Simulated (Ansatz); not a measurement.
H2OSn (SMILES [OH][SnH]) moved off its minimum; all values from Ansatz (an electronic-structure program), cores frozen in correlated methods. Elements past Kr take the def2 small-core potentials, without spin–orbit coupling.
(charge 0, multiplicity 1)
```xyz
4

Sn    -0.1284    -0.1701     0.1024
H     -1.5514     0.0659    -1.0607
O      1.1287     0.7726    -0.9652
H      0.8764     0.9849    -1.6254
```

Forces at PBE/def2-TZVPP (eV/Å):

```tsv
atom	Fx	Fy	Fz
Sn1	-1.761	-1.199	1.419
H2	0.278	-0.023	0.109
O3	10.594	-6.866	22.983
H4	-9.111	8.088	-24.511
```

Give the forces (eV/Å), the total energy and the dipole at CCSD(T)/def2-TZVPPD.


```
atom      Fx      Fy       Fz
----  ------  ------  -------
Sn1   -1.776  -1.107    1.242
H2     0.409  -0.046    0.222
O3    10.279  -6.857   22.737
H4    -8.912   8.010  -24.202
```
Energy -289.6977 hartree, dipole 0.91 D.
